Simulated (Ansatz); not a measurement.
Cd(OH)2 (CdO₂H₂). Total charge 0; singlet. Geometry PBE0-D4/def2-TZVP, basis def2-TZVP, Ansatz.

| run | HOMO (eV) | LUMO (eV) |
| --- | --- | --- |
| A | -6.50 | -2.31 |
| B | -7.71 | -1.79 |
| C | -9.71 | -0.73 |
| D | -6.87 | -2.21 |
| E | -12.23 | 1.27 |
| F | -6.40 | -2.20 |

In the def2 sets Cd takes a core potential; there is no spin–orbit coupling. HSE06 is defined as in plane-wave codes, on full-range PBE exchange.

Question: The runs used B97M-V, BHLYP, HF, HSE06, PBE, revPBE. Estimate which is which.

Answer: A PBE (0 % exact exchange); B HSE06 (range-separated); C BHLYP (50 % exact exchange); D B97M-V (0 % exact exchange); E HF (100 % exact exchange); F revPBE (0 % exact exchange). Exact exchange lowers occupied and raises empty levels; among semilocal functionals meta-GGAs tend to open the gap a little, and such runs are hard to tell apart. The gap grows from 4.19 eV (PBE) to 13.50 eV (HF).
